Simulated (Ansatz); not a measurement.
Total energies of Ge₃Cl from Ansatz at PBE-D4/def2-TZVP, gas phase (1 Eh = 27.2114 eV = 2625.5 kJ/mol). The reference geometry is relaxed at r2SCAN-D4/def2-SVP.

```xyz
4

Ge    0.728   -1.042   -0.438
Ge   -1.481   -0.540   -1.249
Ge   -0.823    0.904    0.560
Cl    1.576    0.678    1.127
```

```
                 state                       geometry  energy (Eh)
      charge 0 doublet                      reference  -6690.15278
      charge 1 singlet                      reference  -6689.87506
      charge 1 singlet  relaxed at r2SCAN-D4/def2-SVP  -6689.88179
      charge 0 quartet  relaxed at r2SCAN-D4/def2-SVP  -6690.10728
free Ge atom (triplet)                              –  -2076.60177
free Cl atom (doublet)                              –   -459.95840
```

Problem. Work out the vertical ionisation energy to the singlet.

Solution. E(charge 1 singlet) − E(charge 0 doublet) = -6689.87506 − (-6690.15278) = 0.27772 Eh = 7.56 eV. For comparison, −ε of the highest occupied level of the spin that leaves is 4.95 eV at this level, 2.61 eV less.

Problem. How much does the charge 1 singlet relax, and what is the adiabatic ionisation energy?

Solution. Relaxation: -6689.87506 − (-6689.88179) = 0.00673 Eh = 0.18 eV. Adiabatic ionisation energy: 0.27099 Eh = 7.37 eV, without zero-point energy. 

Problem. Which of the charge 0 states is lowest, and how far above it are the others?

Solution. The doublet. quartet: -6690.10728 − (-6690.15278) = 0.04550 Eh = 119.5 kJ/mol. The quartet differs in its bonds from the reference.

Problem. What is the binding energy per atom against free atoms?

Solution. Atoms: 3 × (-2076.60177) + 1 × (-459.95840) = -6689.76371 Eh. Binding: -6689.76371 − (-6690.15278) = 0.38907 Eh = 10.59 eV, or 2.65 eV for each of 4 atoms (no zero-point energy, no counterpoise term).

A triplet lies near this restricted singlet, and broken spin symmetry wasn't tried. 

The structure comes from a short search, and lower isomers may exist.
